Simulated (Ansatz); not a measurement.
`[OH][Ge]([OH])([SiH3])[Cl]` + `O=C(O)O` → `O=C(O)O[SiH3]` + `[OH][GeH]([OH])[Cl]`  (cleavage of the Si–Ge bond)

Isolated molecules relaxed with PBE0-D4/def2-TZVP in Ansatz; ΔE leaves out vibrations. CCSD(T)/CBS adds triple-zeta CCSD(T) − MP2 to the extrapolated MP2 energy (def2 sets, frozen cores). Functionals use def2-TZVPP. HSE06 is defined as in plane-wave codes. For Ge outer-core shells are correlated without core-valence functions, which leaves a few kJ/mol of doubt a bond. Scalar relativity is left out up to krypton. Each species was taken in one conformer, which may not be the lowest.

```csv
level,ΔE (eV)
revPBE-D4,-0.40
HSE06-D4,-0.46
RPA@PBE/def2-TZVPP,-0.66
MP2/def2-TZVPP,-0.69
```

(1) What does CCSD(T)/CBS give? (Best estimate.)

Largest T1 diagnostic among the species: 0.014.

Answers

(1) Computed: -0.63 eV. The listed levels differ from it by 0.23, 0.17, -0.03, -0.06 eV.

From r2SCAN to r2SCAN0 (25 % exact exchange), in def2-TZVPP and without D4, ΔE moves by −0.03 eV. Leaving LDA and LC-ωPBE aside and taking each functional with its dispersion term where it has one, the values, not all of them listed here, spread over 0.28 eV, from BHLYP-D4 to PBE-D4. LDA lies −0.05 eV from PBE without D4.
